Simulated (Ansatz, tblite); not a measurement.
Cost and result up the ladder for AsH2(tBu) (C₄H₁₁As) (16 atoms). The state is a singlet with charge 0. Geometry: PBE-D4/def2-SVP.

```
atom   x (Å)   y (Å)   z (Å)
 As1  -1.491   0.672  -1.284
  H2  -0.610   0.471  -2.535
  H3  -2.097  -0.739  -1.442
  C4  -0.053   0.095   0.034
  C5  -0.751  -0.114   1.386
  C6   0.952   1.254   0.125
  C7   0.648  -1.191  -0.415
  H8  -0.004  -0.380   2.165
  H9  -1.278   0.801   1.727
 H10  -1.493  -0.939   1.343
 H11   0.465   2.202   0.434
 H12   1.464   1.432  -0.843
 H13   1.736   1.020   0.878
 H14   1.146  -1.066  -1.397
 H15  -0.063  -2.038  -0.500
 H16   1.429  -1.480   0.324
```

Ansatz on 4 threads of Intel Xeon Platinum 8259CL on a shared host; xTB runs through tblite on one thread. Times are rough, summed over both states, and most runs start from the orbitals of an earlier one. PBE0-D4/def2-TZVP serves as the yardstick here, not as an exact answer. Differences are given only for rows in sets of like size (and for xTB, whose basis is part of the method), since another set adds its own error. The other state is a doublet.

The xTB rows come from tblite. LC-ωPBE has ω = 0.4 bohr⁻¹. Correlated methods freeze 13 core orbitals; core or outer-core shells of As are correlated, in sets that lack core-valence functions. The rows differ in basis, and correlated rows in double-zeta sets carry the largest basis error.

Correlated methods converge slowly with the basis, most of all in double-zeta sets.

Raw xTB energies of ions are shifted by several eV.

| level | functions | wall time | vertical IE (eV) | difference from PBE0-D4/def2-TZVP (eV) |
| --- | --- | --- | --- | --- |
| GFN2-xTB | 36 | 0.025 s | 13.11 | 4.08 |
| GFN1-xTB | 47 | 0.043 s | 14.36 | 5.33 |
| PBE-D4/def2-TZVP | 238 | 8.7 s | 8.90 | -0.12 |
| LC-ωPBE/def2-TZVP | 238 | 12 s | 9.16 | 0.14 |
| PBE0-D4/def2-TZVP (with forces) | 238 | 18 s | 9.03 | 0.00 |
| CCSD(T)/def2-SVP | 143 | 1.8 min | 9.01 | – |
